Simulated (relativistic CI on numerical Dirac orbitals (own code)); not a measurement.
Calculated at this level of theory: Dirac-Coulomb-Breit CI, separate exchange-only KLI orbitals for each configuration, a model potential for QED, unscaled Slater integrals (own radial code, finite nucleus).

Configurations in the expansion (outside the closed core [Ne]): 3s², 3s3p, 3p², 3s3d, 3d², 3p3d, 3p4s, 3s4s, 3s4p, 3d4s, 3s4d, 3s4f, 3s5s, 3s5p, 3s5d, 4s², 3s5f, 3s5g, 3s6s, 3s6p, 3s6d. Levels of other configurations are missing.

At this charge energies of transitions that change n are usually good to better than 1 %, and those within a shell (Δn = 0) to a few per cent.

Outline of the computed level scheme of V XII. Lowest level of each configuration: 3s² ¹S0 at 0.000 eV; 3s3p ³P°0 at 23.184 eV; 3p² ¹D2 at 55.225 eV; 3s3d ³D1 at 67.808 eV; 3p3d ³F°2 at 92.352 eV; 3d² ³F2 at 136.588 eV; 3s4s ³S1 at 150.490 eV; 3s4p ³P°0 at 161.979 eV; 3s4d ³D1 at 177.050 eV.

Some strong electric-dipole decays among the lowest 45 levels: 3s4d ³D3 → 3s3p ³P°2 (1.4e+11 s⁻¹); 3s4d ¹D2 → 3s3p ¹P°1 (1.2e+11 s⁻¹); 3s4s ¹S0 → 3s3p ¹P°1 (1.1e+11 s⁻¹); 3s4d ³D2 → 3s3p ³P°1 (1.1e+11 s⁻¹); 3s4p ¹P°1 → 3s² ¹S0 (1.1e+11 s⁻¹); 3s4s ³S1 → 3s3p ³P°2 (8.9e+10 s⁻¹); 3s4d ³D1 → 3s3p ³P°0 (7.9e+10 s⁻¹); 3s4d ³D1 → 3s3p ³P°1 (6.0e+10 s⁻¹).

LS names give the leading component of a level, which can be under half, so a name can repeat, a term be missing and a line seem to break the LS rules.
